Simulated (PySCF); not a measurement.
**How methods differ on the ionisation energy of Xe⁺**

Xe⁺ [Kr] 4d10 5s2 5p5 (2P) → Xe²⁺ [Kr] 4d10 5s2 5p4 (3P), as a difference of total energies. All numbers are calculated (PySCF 2.14, scalar relativity through the core potential, in def2-SVP with the def2 core potential (28 electrons) (6s5p3d2f, 50 functions)). Correlated levels: valence: 4s2 4p6 4d10 frozen. The calculations carry no spin-orbit coupling.

| method | ionisation energy (eV) |
| --- | --- |
| UHF | 20.077 |
| MN15 | 20.896 |
| SCS-MP2 (valence) | 20.769 |
| CCSD (valence) | 20.793 |
| CCSD(T) (valence) | 20.820 |

Q: Estimate what BP86 gives.

A: 21.210 eV, closest to MN15 among the rows shown.

Q: Estimate what MP2 (valence) gives.

A: 20.772 eV, closest to SCS-MP2 (valence) among the rows shown.

The reference lies between the lowest fine-structure levels, while these numbers refer to the centres of the terms.

Errors of the correlated levels include the incompleteness of this basis and the frozen core.

For comparison: 20.975 eV (semi-empirical (NIST evaluation); NIST Atomic Spectra Database, ionization energies).
